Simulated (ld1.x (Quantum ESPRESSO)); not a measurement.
**Before and after: TM potential for Pb (Z = 82)**

Pb, norm-conserving Troullier–Martins (Kleinman–Bylander form), made with ld1.x (Quantum ESPRESSO) 7.5 (PBE, scalar-relativistic). Core [Xe] 4f14, reference 5d10 6s2 6p2. Waves: 6p (bound): rc 2.00 bohr; 5d (bound): rc 1.90 bohr; 6s (bound): rc 1.95 bohr. Local part: the s channel. Core correction: none.

Change: core correction a·sin(br)/r model core inside 1.42 bohr.

Cutoffs: the cutoffs (Ry, on a coarse ladder) from which the occupation-weighted sum of valence levels, in a spherical-Bessel basis at the reference potential, stays within 10 and 1 mRy of its value at 400 Ry; they do not see the model core or the augmentation charge, which bear on the density cutoff. Errors are all-electron minus pseudo energies relative to the spin-unpolarised reference configuration.

Q: How do hardness, ghosts and transferability respond?

A: The potential gets neither clearly harder nor softer (50 Ry and 90 Ry → 50 Ry and 90 Ry); of the 7 tests that both files solve, the error grows in 6 and shrinks in 0 by more than 15 % and 0.3 meV (median size 2.7 → 12.7 meV); neither file shows a bound ghost. A model core, the more so a compact one, raises the density cutoff, which this test does not measure.

| quantity | base | changed |
| --- | --- | --- |
| cutoff, loose | 50 Ry | 50 Ry |
| cutoff, tight | 90 Ry | 90 Ry |
| bound ghosts | none | none |
| error for 5d10 6s2 6p1, meV [ΔE 6.58 eV] | -1.6 | -2.7 |
| error for 5d10 6s2 6p0, meV [ΔE 20.02 eV] | -3.8 | -14 |
| error for 5d10 6s1 6p0, meV [ΔE 52.43 eV] | +3.8 | -46 |
| error for 5d10 6s1 6p2, meV [ΔE 16.10 eV] | +0.7 | -4.3 |
| error for 5d10 6s0 6p0, meV [ΔE 95.13 eV] | +38 | -124 |
| error for 5d10 6s2 6p2.3, meV [ΔE -0.80 eV] | +0.4 | +0.4 |
| error for 5d10 6s0 6p4, meV [ΔE 17.83 eV] | +2.7 | -13 |
| s: phases at 2.20 bohr within 0.05 rad from the reference energy up to (Ry; the scan ends near 5) | 3.9 | 3.9 |
| p: phases at 2.20 bohr within 0.05 rad from the reference energy up to (Ry; the scan ends near 5) | 3.3 | 3.3 |
| d: phases at 2.20 bohr within 0.05 rad from the reference energy up to (Ry; the scan ends near 5) | 1.2 | 1.2 |
